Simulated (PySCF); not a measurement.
Al(H)(Cl)(Et) (C2H6AlCl), SMILES [CH2]([AlH][Cl])C.

Geometry optimised at PBE0-D3(BJ)/def2-SVP. The structure was generated by enumeration; whether it is a known compound was not checked. One conformer was computed; it need not be the lowest.

All values below come from PySCF with PBE0/def2-TZVP.

| Property | Result |
|---|---|
| total energy | -782.20117 hartree |
| highest occupied level | -7.81 eV |
| lowest empty level | -1.18 eV |
| orbital gap | 6.63 eV |
| dipole moment | 1.93 D |
| quadrupole, principal values (traceless, Buckingham form, about the centre of nuclear charge) | -4.86, -1.78, 6.64 D·Å |
| mean static polarisability | 62.1 bohr³ (9.21 Å³) |
| polarisability, principal values | 50.2, 59.5, 76.8 bohr³ |
